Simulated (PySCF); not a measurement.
PbMe4, C₄H₁₂Pb.
Bonds: Pb1–C2, Pb1–C6, Pb1–C10, Pb1–C14. Hydrogens: H3, H4, H5 on C2; H7, H8, H9 on C6; H11, H12, H13 on C10; H15, H16, H17 on C14.

Method: PBE0-D3(BJ)/def2-SVP geometry optimisation, gas phase, def2 core potentials past Kr (PySCF); density fitting, grid level 1; the optimiser is geomeTRIC in internal coordinates, started from a GFN2-xTB structure.

Geometry at step 1:
```
atom  x, y, z in Å
Pb1     0.0027    0.0012   -0.0025
C2     -0.0041   -0.0136    2.2164
H3     -1.0423    0.0672    2.5683
H4      0.5838    0.8398    2.5826
H5      0.4401   -0.9548    2.5701
C6      2.0926    0.0035   -0.7413
H7      2.0835   -0.1163   -1.8340
H8      2.6359   -0.8315   -0.2767
H9      2.5679    0.9572   -0.4719
C10    -1.0455    1.8195   -0.7254
H11    -0.9188    1.8992   -1.8142
H12    -0.6112    2.7000   -0.2311
H13    -2.1128    1.7372   -0.4759
C14    -1.0424   -1.8084   -0.7509
H15    -2.0281   -1.8775   -0.2697
H16    -0.4405   -2.6942   -0.5030
H17    -1.1608   -1.7286   -1.8408
```

Problem. Give the atomic forces at this geometry.

Solution. 
```csv
atom,Fx (eV/Å),Fy (eV/Å),Fz (eV/Å)
Pb1,-0.034,0.002,0.006
C2,0.001,0.000,0.150
H3,0.057,-0.006,0.064
H4,-0.030,-0.044,0.058
H5,-0.022,0.048,0.059
C6,0.149,-0.003,-0.055
H7,0.081,0.009,0.032
H8,0.047,0.045,-0.053
H9,0.050,-0.051,-0.039
C10,-0.067,0.117,-0.043
H11,-0.044,0.057,0.030
H12,-0.059,0.020,-0.054
H13,0.019,0.072,-0.039
C14,-0.061,-0.120,-0.055
H15,0.014,-0.057,-0.052
H16,-0.070,-0.019,-0.038
H17,-0.030,-0.068,0.031
```

The largest, 0.16 eV/Å, acts on C6; the rms over all components is 0.058 eV/Å. The forces sum to zero within rounding, as they must for an isolated molecule in no field.

Problem. Give the force on C6 in Eh/bohr and in nN.

Solution. 0.159 eV/Å ÷ 51.422 = 0.00309 Eh/bohr, and 0.159 eV/Å × 1.602 = 0.25 nN.

Problem. How far is this geometry from the end of the optimisation?

Solution. 0.020 eV above it, and 0.030 Å rms away after alignment. The bonds farthest from their final lengths, with half the difference of the two atoms' forces along the bond (positive lengthens):

```tsv
bond	now (Å)	final (Å)	force along bond (eV/Å)
Pb1–C6	2.217	2.241	+0.10
Pb1–C2	2.219	2.242	+0.07
Pb1–C14	2.220	2.242	+0.07
Pb1–C10	2.220	2.242	+0.06
```

The angle farthest from its final value is Pb1–C2–H3, 108.8° against 109.5°.

Of the 4 listed bonds off by 0.010 Å or more, this force points towards the final length in 4.

The cost below is that of the whole optimisation. The run took 57 s of wall time on Arm Neoverse V1, one thread, no GPU, shared host with 32 logical CPUs at a one-minute load of 16, and the process peaked at 0.56 GiB of memory.
